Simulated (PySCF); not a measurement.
## Deuteron quadrupole couplings in SiHMe2(nBu)

SiHMe2(nBu), C₆H₁₆Si.
Structure used (PBE0-D3(BJ)/def2-SVP), in Å, numbered top down from 1:
```
atom  x, y, z in Å
Si1    1.0284    1.3460    0.3258
H2     1.2586    1.2543    1.8076
C3     2.6890    1.5384   -0.5390
H4     3.3455    0.6809   -0.3227
H5     3.2102    2.4513   -0.2110
H6     2.5591    1.5968   -1.6315
C7    -0.0682    2.8371   -0.0196
H8     0.4171    3.7694    0.3093
H9    -1.0324    2.7584    0.5061
H10   -0.2766    2.9271   -1.0980
C11    0.1908   -0.2466   -0.2489
C12   -1.1575   -0.5382    0.4084
C13   -1.8413   -1.8179   -0.0709
C14   -1.0777   -3.0960    0.2403
H15    0.0715   -0.1920   -1.3474
H16    0.8995   -1.0737   -0.0665
H17   -1.0295   -0.5884    1.5054
H18   -1.8413    0.3096    0.2288
H19   -2.8429   -1.8748    0.3893
H20   -2.0150   -1.7463   -1.1598
H21   -1.6337   -3.9856   -0.0926
H22   -0.0961   -3.1206   -0.2581
H23   -0.9004   -3.1997    1.3233
```

Level: PBE0/pcSseg-1 (PySCF, non-relativistic); Q(2H) = 0.00286 b; rigid geometry, the same for H and D, with no vibrational averaging.

Question: Rank these positions by the coupling χzz of a deuteron there, largest first.
A. H23 (hydrogen on carbon)
B. H2 (hydrogen on silicon)
C. H8 (hydrogen on carbon)
D. H17 (hydrogen on carbon)

Answer: C (201 kHz), A (195 kHz), D (189 kHz), B (92 kHz).

Q: What are Vzz, η and χzz (234.96 MHz × Q × Vzz) at all hydrogens?

A: 
```
atom  bonded to  bond length (Å)  Vzz (au)     η  χzz (kHz)
  H2        Si1            1.502    0.1372  0.00         92
  H4         C3            1.101    0.2985  0.02        201
  H5         C3            1.101    0.2992  0.02        201
  H6         C3            1.102    0.2981  0.02        200
  H8         C7            1.101    0.2991  0.02        201
  H9         C7            1.101    0.2993  0.02        201
 H10         C7            1.102    0.2978  0.02        200
 H15        C11            1.106    0.2877  0.04        193
 H16        C11            1.104    0.2900  0.03        195
 H17        C12            1.106    0.2807  0.03        189
 H18        C12            1.104    0.2843  0.03        191
 H19        C13            1.104    0.2847  0.02        191
 H20        C13            1.105    0.2829  0.02        190
 H21        C14            1.101    0.2937  0.02        197
 H22        C14            1.101    0.2919  0.02        196
 H23        C14            1.102    0.2899  0.02        195
```

Q: Average by the element that carries the hydrogen.

A: on Si: 92 kHz over 1 position, mean bond length 1.502 Å; on C: 196 kHz over 15 positions, mean bond length 1.103 Å.

Q: Give the 2H NMR doublet splittings at H20 for a magnetic field along the z, y and x axes of the gradient: 3χ/2, 3χ(1 + η)/4, 3χ(1 − η)/4.

A: With |χ| = 190.1 kHz and η = 0.024: 285, 146 and 139 kHz, to first order and without motion.

The structure is a single PBE0-D3(BJ)/def2-SVP conformer in the gas phase; no vibrational or solvent corrections. The basis is small and wasn't made for field gradients, so the couplings can be 20 % off.
